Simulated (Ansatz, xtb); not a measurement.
## Two isomers of C2H5NSSi

Structure a: `N#CC[SiH2]S`, a singlet. Structure b: `N#CCS[SiH3]`, a singlet. Both are isolated molecules in the gas phase, relaxed with B3LYP/def2-SVP; each stands in its lowest conformer found.

a (Å):

```yaml
atoms:
  - { symbol: C, position_ang: [-1.8791, 1.6170, -1.9247] }
  - { symbol: C, position_ang: [-1.3938, 2.0832, -0.6351] }
  - { symbol: N, position_ang: [-2.2242, 1.1948, -2.9486] }
  - { symbol: S, position_ang: [-0.3355, -1.0123, 0.1691] }
  - { symbol: Si, position_ang: [0.1266, 1.0791, -0.0335] }
  - { symbol: H, position_ang: [-2.1963, 1.9996, 0.1163] }
  - { symbol: H, position_ang: [-1.1101, 3.1479, -0.7034] }
  - { symbol: H, position_ang: [0.4809, 1.5517, 1.3310] }
  - { symbol: H, position_ang: [1.2440, 1.3277, -0.9846] }
  - { symbol: H, position_ang: [-0.6167, -1.1893, -1.1450] }
```

b (Å):

```xyz
10

C    -1.0332   -1.9441   -0.5038
C    -0.6831   -1.0241    0.5747
N    -1.3088   -2.6562   -1.3755
S     0.9722   -0.2168    0.3737
Si    0.6105    1.0966   -1.3160
H    -1.4714   -0.2632    0.6857
H    -0.6226   -1.5785    1.5235
H     1.8591    1.8972   -1.4188
H    -0.5611    1.9771   -1.0378
H     0.3667    0.3382   -2.5729
```

Question: Estimate which is lower in electronic energy at CCSD(T)/def2-SVP + ΔMP2/def2-TZVPP, and by roughly how much.

Answer: The CCSD(T)/def2-SVP + ΔMP2/def2-TZVPP calculation puts structure a lower, by 0.735 eV.

Level by level:

```tsv
level	geometry	E(b) − E(a) (eV)	departure from the last row (eV)	job, with rough time for the two
GFN2-xTB	GFN2-xTB	+0.086	−0.649	optimisation, 0.4 s
HF/STO-3G	GFN2-xTB	+0.447	−0.288	single point, 0.6 s
r2SCAN-D4/def2-SVP	GFN2-xTB	+0.764	+0.029	single point, 4.4 s
B3LYP/def2-SVP	B3LYP/def2-SVP	+0.692	−0.043	optimisation, 82 s
HF/def2-SVP	B3LYP/def2-SVP	+0.752	+0.016	part of the CCSD(T) run
MP2/def2-SVP	B3LYP/def2-SVP	+0.710	−0.026	part of the CCSD(T) run
CCSD(T)/def2-SVP	B3LYP/def2-SVP	+0.679	−0.056	single point
CCSD(T)/def2-SVP + ΔMP2/def2-TZVPP	B3LYP/def2-SVP	+0.735		single point, 36 s
```

As drawn, b has 1 C–S, 1 Si–H in place of 1 C–Si, 1 S–H.

The levels shown agree on the order. The largest departure from CCSD(T)/def2-SVP + ΔMP2/def2-TZVPP is that of GFN2-xTB, 0.649 eV. The last row adds to CCSD(T) the change of the MP2 difference between the two basis sets, here +0.056 eV.

With harmonic frequencies from B3LYP/def2-SVP (ideal gas, rigid rotor, one conformer each, 298.15 K, 1 atm): on the last row, ΔE + ΔZPE = +0.738 eV. A mode under 50 cm⁻¹ makes harmonic enthalpies and free energies unreliable, so none is given.

The correlated steps freeze 13 core orbitals. Codes used: Ansatz 0.2.0, xtb 6.7.1; the last row on 2 threads of Intel(R) Xeon(R) Processor @ 2.70GHz on a shared host.
